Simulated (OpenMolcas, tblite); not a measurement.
# How methods differ on SnNH4F (SMILES [NH2][SnH2][F])

SnNH4F has 7 atoms, charge 0, and is taken as a singlet. SMILES: `[NH2][SnH2][F]`. Geometry: relaxed at PBE0-D4/def2-TZVP. This is one conformer, not always the lowest.

Each level gives the vertical ionisation energy (to the doublet cation) (eV). The values are calculated.

```json
{"level": "GFN2-xTB", "kind": "semi-empirical", "program": "tblite", "value (eV)": "14.72", "less CCSD(T)/def2-SVP": "+5.06", "CPU time (all runs)": "under 2 s"}
{"level": "HF/def2-SVP (core potential)", "kind": "Hartree–Fock", "program": "OpenMolcas", "value (eV)": "8.62", "less CCSD(T)/def2-SVP": "-1.04", "CPU time (all runs)": "10 s"}
{"level": "SVWN5/def2-SVP (core potential)", "kind": "LDA", "program": "OpenMolcas", "value (eV)": "9.93", "less CCSD(T)/def2-SVP": "+0.27", "CPU time (all runs)": "52 s"}
{"level": "PBE/def2-SVP (core potential)", "kind": "GGA", "program": "OpenMolcas", "value (eV)": "9.69", "less CCSD(T)/def2-SVP": "+0.03", "CPU time (all runs)": "2.2 min"}
{"level": "revPBE/def2-SVP (core potential)", "kind": "GGA", "program": "OpenMolcas", "value (eV)": "9.63", "less CCSD(T)/def2-SVP": "-0.03", "CPU time (all runs)": "80 s"}
{"level": "r2SCAN/def2-SVP (core potential)", "kind": "meta-GGA", "program": "OpenMolcas", "value (eV)": "9.71", "less CCSD(T)/def2-SVP": "+0.05", "CPU time (all runs)": "84 s"}
{"level": "M06-2X/def2-SVP (core potential)", "kind": "hybrid meta-GGA", "program": "OpenMolcas", "value (eV)": "10.01", "less CCSD(T)/def2-SVP": "+0.35", "CPU time (all runs)": "74 s"}
{"level": "CCSD(T)/def2-SVP (core potential), open shells restricted", "kind": "coupled cluster or CI", "program": "OpenMolcas", "value (eV)": "9.66", "less CCSD(T)/def2-SVP": "0.00", "CPU time (all runs)": "99 s"}
```

CCSD(T)/def2-SVP (core potential), open shells restricted is the highest level here, not the true value. Spin-orbit coupling, which can split open shells on such heavy atoms by tenths of an eV, is left out. The values span 8.62 to 14.72 eV. The xTB values lack the empirical shift that such differences need. In the correlated wave-function rows the outer d shell of Sn is correlated, in sets not made for it. CPU times are rough (shared hosts, several kinds of processor): they show what a rung costs within a factor of a few.
